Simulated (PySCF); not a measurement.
Structure with atom numbers: `[CH3:1]/[CH:2]=[C:3](\[C:4]#[N:5])[O:6][SiH3:7]` (H(Xn): hydrogen on atom n).

Computed data (PySCF 2.14): shielding tensors at PBE0/pcSseg-1 (GIAO), coordinates at the GFN2-xTB level. Non-relativistic, no solvent, averaged over atoms made equivalent by symmetry, fast rotation or ring inversion, one conformer.

Referencing at the same level of theory: TMS for ¹³C, ¹H, ²⁹Si; NH3 for ¹⁵N; H2O for ¹⁷O.

| atoms | nucleus | count | Hirshfeld charge | δ (ppm) |
| --- | --- | --- | --- | --- |
| O6 | ¹⁷O | 1 | -0.19 | 87.8 |
| C2 | ¹³C | 1 | -0.04 | ? |
| H(C1) | ¹H | 3 | 0.05 | 2.14 |
| Si7 | ²⁹Si | 1 | 0.40 | ? |
| H(Si7) | ¹H | 3 | -0.07 | ? |
| C1 | ¹³C | 1 | -0.11 | 17.1 |
| C4 | ¹³C | 1 | 0.08 | 118.8 |
| C3 | ¹³C | 1 | 0.08 | 136.1 |
| H(C2) | ¹H | 1 | 0.05 | 5.55 |
| N5 | ¹⁵N | 1 | -0.20 | 321.9 |

Question: Estimate the values marked ?.

Answer: 
- C2: 126.6 ppm, β carbon of an enol-ether or enamine type C=C
- H(Si7): 4.91 ppm, hydrogen on a silicon bonded to O
- Si7: -42.1 ppm, silicon bonded to O, 3 H

Shifts are as computed. Against solution values, carbons near 30 ppm lie about +3 ppm off and those near 130 ppm about +5 ppm. Of 1211 compounds with measured shifts, 218 miss one by over three times the rms of a fit or turn the order of signals round; such compounds aren't used in these exercises. Experimental scales use liquid or dissolved standards, which lie at an offset from isolated NH3 (liquid NH3: subtract about 20 ppm) and H2O (liquid H2O: subtract about 36 ppm). Unscaled 15N shifts of sp2 nitrogen come out 20 to 40 ppm too high even then.
